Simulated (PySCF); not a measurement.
Telling isomers of C₅H₈P₂ apart by NMR

Calculated, not measured (PySCF): PBE0/pcSseg-1 with gauge-including orbitals, coordinates at the GFN2-xTB level. One averaged value for each set of equivalent atoms, no solvent, one computed conformer, non-relativistic Hamiltonian.

Referencing at the same level of theory: $^{1}$H (σref 31.72), $^{13}$C (σref 186.93) against TMS. Splittings of carbon signals by F and P are missing where no couplings were computed. Where no couplings were computed, multiplicities follow the n + 1 count of equivalent neighbours, and m marks all less simple cases (inequivalent or close neighbours, rings, F or P nearby). Shifts are as computed. Against solution values, carbons near 30 ppm lie about +3 ppm off and those near 130 ppm about +5 ppm. Of 1211 compounds with measured shifts, 218 miss one by over three times the rms of a fit or turn the order of signals round; such compounds aren't used in these exercises.

(1) Tabulate the signals of `C=C/P=P\C(=C)C`, `PP1C=CCC=C1` and their relative energies.

(2) What is the quickest way to tell C=C/P=P\C(=C)C from PP1C=CCC=C1?

## Answers

(1) 
```tsv
SMILES	carbon types	δC	δH	E rel. (kcal/mol)
C=C/P=P\C(=C)C	1×C 1×CH 2×CH2 1×CH3	160.4, 149.4, 133.0, 127.9, 27.0	7.00 (m, 1H), 6.11 (m, 1H), 6.02 (m, 1H), 5.09 (m, 1H), 4.73 (m, 1H), 1.67 (m, 3H)	18.9
PP1C=CCC=C1	4×CH 1×CH2	136.0, 135.4, 32.7	6.49 (m, 2H), 6.17 (m, 2H), 2.89 (m, 2H), 2.48 (m, 2H)	0.0
```

Energies are electronic energies at PBE0/pcSseg-1 on these geometries, without zero-point or thermal terms, each for the one conformer computed, which needn't be the lowest.

(2) Count the carbon signals: 5 against 3. The first has a fully substituted alkene carbon (C) at 160.4 ppm, the second an allylic sp3 CH2 at 32.7 ppm. Their most deshielded carbons lie at 160.4 and 136.0 ppm. In the proton spectra the most deshielded non-exchanging signals are 7.00 (m, 1H) and 6.49 (m, 2H).
